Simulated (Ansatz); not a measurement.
A nudged elastic band was laid between two geometries of CH4LiOSe (8 atoms, charge 1, multiplicity 1).

Method: RHF/def2-SVP in Ansatz 0.2.0.

```yaml
movable_images: 7
climbing_image: yes
spring: 5.0 eV/Å²
optimiser: quadratic models (default)
start_path: through a guess of the saddle point
force_threshold: 0.03 eV/Å
iteration_limit: 60
end_points: relaxed
```

Image 0:

```xyz
8
Properties=species:S:1:pos:R:3
Li -1.957 -2.747 -0.422
Se -1.978 -0.301 -0.046
O -0.064 -0.016 -0.536
C 0.841 0.572 0.428
H 0.003 0.407 -1.388
H 0.808 -0.061 1.307
H 1.834 0.568 -0.010
H 0.513 1.579 0.667
```

Image 8:

```xyz
8
Properties=species:S:1:pos:R:3
Li -0.438 -2.216 -0.630
Se -1.876 0.300 -0.241
O -0.252 -0.509 -0.065
C 0.827 0.241 0.508
H -1.563 0.938 -1.514
H 0.546 0.597 1.496
H 1.680 -0.430 0.584
H 1.077 1.079 -0.138
```

Task: Which bonds break or form, and what moves?

Result: Bonds broken: O3–H5. Bonds formed: Li1–O3, Se2–H5.

Task: Give the energies along the band, and the barrier.

Result: The run converged. The highest image is number 3 of 0 to 8, 197.4 kJ/mol above the first end and 250.6 kJ/mol above the last; the last end lies 53.2 kJ/mol below the first. Neighbouring images differ by up to 1.8 eV, so the band resolves the path poorly. A vibrational analysis at the climbing image gives one clearly imaginary mode, 2065i cm⁻¹: a first-order saddle point. The orbitals stay closed-shell, which can raise the energy where a bond breaks towards radicals; this wasn't checked here. Limits of this set-up: the dipole of an ion depends on the origin.

| image | path coordinate (Å) | energy (kJ/mol) | O3–H5 (Å) | Li1–O3 (Å) | Se2–H5 (Å) |
| --- | --- | --- | --- | --- | --- |
| 0 | 0.00 | 0.0 | 0.95 | 3.32 | 2.50 |
| 1 | 0.82 | 7.6 | 0.95 | 2.87 | 2.51 |
| 2 | 1.64 | 28.4 | 0.95 | 2.09 | 2.41 |
| 3 | 2.46 | 197.4 | 1.30 | 1.87 | 1.59 |
| 4 | 2.84 | 79.2 | 1.75 | 1.81 | 1.44 |
| 5 | 3.23 | -27.0 | 2.16 | 1.81 | 1.44 |
| 6 | 3.61 | -50.2 | 2.41 | 1.81 | 1.46 |
| 7 | 4.00 | -52.5 | 2.43 | 1.81 | 1.46 |
| 8 | 4.38 | -53.2 | 2.43 | 1.81 | 1.46 |

Task: What is the geometry of the highest image?

Result: 
```xyz
8
Properties=species:S:1:pos:R:3
Li -0.765 -2.131 -0.532
Se -2.130 0.250 -0.152
O -0.204 -0.363 -0.312
C 0.815 0.351 0.413
H -0.908 0.333 -1.162
H 0.684 0.173 1.477
H 1.775 -0.026 0.069
H 0.734 1.413 0.200
```

The band took 19 iterations and about 4 core-minutes.

Time of the run: 4.2 min on 1 thread of Arm Neoverse V1, with other jobs on the host, peak memory 0.21 GiB.
